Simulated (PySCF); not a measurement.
Compound: CH5N3Si.
Numbering: `[N:1]#[C:2][SiH:3]([NH2:4])[NH2:5]` (hydrogens: H6 on Si3; H7, H8 on N4; H9, H10 on N5)

Theory: MP2 and CCSD/aug-cc-pVDZ in PySCF, restricted Hartree–Fock reference, 9 core orbitals frozen, non-relativistic, gas phase, PBE0-D3(BJ)/def2-SVP geometry.

E(HF) = -493.15752 Eh.

Q: How large is the problem?

A: 164 basis functions and 46 electrons; 9 orbitals frozen, which leaves o = 14 correlated occupied and v = 141 virtual orbitals. That is o·v = 1974 singles and o·v(o·v + 1)/2 = 1949325 distinct closed-shell doubles amplitudes before symmetry; the costliest CCSD step grows as o²v⁴ = 7.7 × 10^10.

Q: What are the MP2 and CCSD correlation energies?

A: MP2 -0.7533 Eh and CCSD -0.7863 Eh, which gives totals of -493.91080 and -493.94384 Eh. That is 0.764 eV for each correlated electron at CCSD (2064 kJ/mol in all, 0.159 % of the total energy); MP2 gives 95.8 % of the CCSD value.

Q: What is the T1 diagnostic?

A: 0.0129, below the customary warning level of 0.02. It is the norm of the spatial-orbital singles amplitudes over the root of the number of correlated electrons, so the norm is 0.068.

Q: How does correlation change the dipole moment?

A: HF gives 4.29 D and CCSD (unrelaxed density) 4.04 D, a change of -0.25 D.

No triples correction and no basis-set extrapolation were made.

The job also held the EOM ionisation roots. Time: 4.2 min. Hardware: one thread, x86-64 server (shared host).

Conformer computed: `[N:1]#[C:2][SiH:3]([NH2:4])[NH2:5]`: H–N4–Si3–C2 -28°, H–N4–Si3–C2 -179°, H–N5–Si3–C2 -62°, H–N5–Si3–C2 88°.

One conformer stands for the species.
